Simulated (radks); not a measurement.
Values are calculated unless marked as measured or tabulated.
Mean orbital radii <r> (bohr) of the tellurium ion Te2+, [Kr] 4d10 5s2 5p2, at several levels of relativity; Dirac values are averaged over j with weights 2j + 1. Spin-unpolarised spherical Kohn-Sham, PBE, point nucleus unless stated (finite: rms radius 4.7423 fm), a radial shooting solver on a logarithmic mesh with Libxc functionals. A level marked "c x" has the speed of light scaled by that factor and shares open shells by 2j + 1; other Dirac levels either fill j = l - 1/2 first or share by 2j + 1.

shell       non-rel.  Dirac, 2j+1 shares, finite nucleus  Dirac, c x 0.85  Dirac, c x 1.5  change of magnitude, last against first (%)
1s           0.02924                             0.02781          0.02723         0.02862                                        -2.13
2s            0.1260                              0.1194           0.1168          0.1231                                        -2.29
2p            0.1074                              0.1045           0.1034          0.1061                                        -1.16
3s            0.3357                              0.3218           0.3162          0.3297                                        -1.81
3p            0.3263                              0.3198           0.3173          0.3234                                        -0.87
3d            0.2970                              0.2968           0.2968          0.2969                                        -0.03
4s            0.7945                              0.7645           0.7524          0.7814                                        -1.65
4p            0.8334                              0.8203           0.8152          0.8277                                        -0.69
4d            0.9607                              0.9683           0.9716          0.9639                                        +0.34
5s             2.049                               1.976            1.946           2.017                                        -1.54
5p             2.364                               2.341            2.332           2.354                                        -0.42
6s (empty)     4.643                               4.534            4.488           4.596                                        -1.02
